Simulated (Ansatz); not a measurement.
TiCl₄ was relaxed with PBE-D4 (def2-SVP, def2-SVPD) in Ansatz in these states: charge +1 doublet, charge -1 doublet, neutral singlet. The geometries follow in no particular order.

A:

```xyz
5

Ti    0.000    0.000    0.000
Cl   -1.614   -1.413   -0.345
Cl    1.299   -0.754    1.571
Cl   -0.830    1.915    0.603
Cl    1.146    0.251   -1.829
```

B:

Cartesian coordinates in Å:
```
Ti 0.0000 0.0000 0.0000
Cl 0.6547 0.0245 2.0781
Cl -0.2022 -2.0861 -0.5960
Cl 1.4105 0.9368 -1.3714
Cl -1.8630 1.1247 -0.1107
```

C:

```xyz
5

Ti    0.0000    0.0000    0.0000
Cl    1.3237    1.8691    0.1474
Cl   -0.8566   -0.5845    2.0475
Cl    1.3528   -1.6502   -0.8451
Cl   -1.8199    0.3656   -1.3497
```

Question: Judge from the bond lengths which geometry belongs to which state (an estimate).

Answer: A is the neutral singlet (Ti1–Cl4 2.173 Å, Ti1–Cl3 2.173 Å, Ti1–Cl5 2.173 Å); B is the charge +1 doublet (Ti1–Cl4 2.179 Å, Ti1–Cl3 2.179 Å, Ti1–Cl5 2.179 Å); C is the charge -1 doublet (Ti1–Cl4 2.295 Å, Ti1–Cl3 2.295 Å, Ti1–Cl5 2.295 Å).

At PBE-D4/def2-SVP the gap within one spin of the relaxed charge 1 doublet nearly closes, so an electron or hole may be smeared out by delocalisation error. At PBE-D4/def2-SVPD the gap within one spin of the relaxed charge -1 doublet nearly closes, so an electron or hole may be smeared out by delocalisation error. At PBE-D4/def2-SVPD the highest occupied level of the relaxed charge -1 doublet lies above zero (up to 0.08 eV). By energy differences its removal costs 2.89 eV (each at its own geometry, to the charge 0 singlet, at PBE0-D4/def2-TZVPD).
